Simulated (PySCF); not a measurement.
## Exercise with solution: oscillator strength and radiative lifetime

hydrogen selenide (H₂Se), SMILES [SeH2].

Geometry: ωB97X-D3(BJ)/def2-TZVPD.

TDDFT-B3LYP/def2-TZVPD run with PySCF puts the first singlet state with f over 0.02 at 5.39 eV (vertical), with the transition dipole (-0.645, 0.000, 0.000) in atomic units.

### Question
Find the oscillator strength, the wavelength and the radiative lifetime that this transition would have in vacuum if emission retraced absorption.

### Answer

|μ|² = 0.4160 au, so |μ| = 1.64 D. ΔE = 5.39/27.211 = 0.1981 hartree. f = (2/3) ΔE |μ|² = 0.055 (the program prints 0.055).
λ = 1239.84/5.39 = 230 nm; ν = 43473 cm⁻¹.
Einstein's coefficient A = 0.6670 ν² f s⁻¹ (ν in cm⁻¹) = 6.9e7 s⁻¹, so τ = 1/A = 14 ns. This state is S2; the lower singlet has f = 0.000. The figure is the radiative limit of this one transition; relaxation, internal conversion, crossing to triplets and a medium change what is measured.
